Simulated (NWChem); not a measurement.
Molecule: C2H3F2, doublet; SMILES C[C](F)F

Results from NWChem. Spin-unrestricted. In the optimisation the excess spin sits in a' (Cs, its own frame). Geometry: optimised at PBE0/def2-SVP, spin-unrestricted. No stability test was run on the SCF state.

### Question
Estimate the computed values for RPBE/def2-SVP. Quantities: highest occupied level (eV); lowest empty minus highest occupied level, either spin (eV); dipole (D); <S²>.

### Answer
| Item | Result |
|---|---|
| highest occupied level (eV) | -4.34 |
| lowest empty minus highest occupied level, either spin (eV) | 2.27 |
| dipole (D) | 1.59 |
| <S²> | 0.752 |
